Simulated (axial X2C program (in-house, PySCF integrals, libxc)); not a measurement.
## Potential curves of NdAu, with spin–orbit coupling

Calculated with an axial X2C code built on PySCF integrals. Two-component (2c) means X2C with spin–orbit coupling and atomic mean-field two-electron Coulomb and Gaunt terms. Basis: Au dyall-cv3z [13s14p9d6f4g], Nd dyall-cv3z [13s14p9d8f3g] (cores contracted in-house); Gaussian nuclei, density fitting, unrestricted open shells. Masses: Au 196.967 u, Nd 141.908 u.

State: Ω = 5/2 (⟨Sz⟩ = -2.48, ⟨Lz⟩ = 4.98 at HF). Energies in eV from the lowest point of each curve. Fits are polynomials in 1 − R0/R over 0.85 to 1.23 times the lowest point R0.

```json
{"R (Å)": "2.4325", "HF": "1.1363", "M06": "0.6775"}
{"R (Å)": "2.5444", "HF": "0.6637", "M06": "0.3258"}
{"R (Å)": "2.6282", "HF": "0.4163", "M06": "0.1609"}
{"R (Å)": "2.7121", "HF": "0.2395", "M06": "0.0599"}
{"R (Å)": "2.7960", "HF": "0.1193", "M06": "0.0096"}
{"R (Å)": "2.8939", "HF": "0.0358", "M06": "0.0000"}
{"R (Å)": "2.9917", "HF": "0.0000", "M06": "0.0313"}
{"R (Å)": "3.1175", "HF": "0.0063", "M06": "0.1139"}
{"R (Å)": "3.2713", "HF": "0.0705", "M06": ""}
{"R (Å)": "3.4950", "HF": "0.2310", "M06": ""}
{"R (Å)": "3.8026", "HF": "0.5073", "M06": ""}
{"R (Å)": "4.1940", "HF": "0.8511", "M06": ""}
```

The state is one determinant whose occupation by symmetry is held fixed; it was picked as the lowest of a PBE0 search that is not exhaustive. Density functionals use the spin component along the axis (collinear). Without a current term, density functionals place determinants with orbital angular momentum somewhat too high. With several unpaired electrons one determinant need not be a pure state. A state of lower Ω lies just above, and one determinant can place such states too high, so the state shown need not be the lowest. The search has Ω = 1/2 only 0.07 eV up. The stretched end of a curve changes character and is left out. The lowest spin-free determinant has another configuration (M_S = 5/2, Λ = 3), so the order of states is uncertain and this need not be the ground state.

(1) Fit the HF curve near its minimum: give the equilibrium distance and the harmonic wavenumber.

(2) What are Re and ωe at the M06 level?

Answers

(1) At HF, 2c: Re = 3.037 Å, ωe ≈ 105 cm⁻¹; Be follows as 0.0222 cm⁻¹.

(2) At M06, 2c: Re = 2.864 Å, ωe ≈ 123 cm⁻¹; Be follows as 0.0249 cm⁻¹.
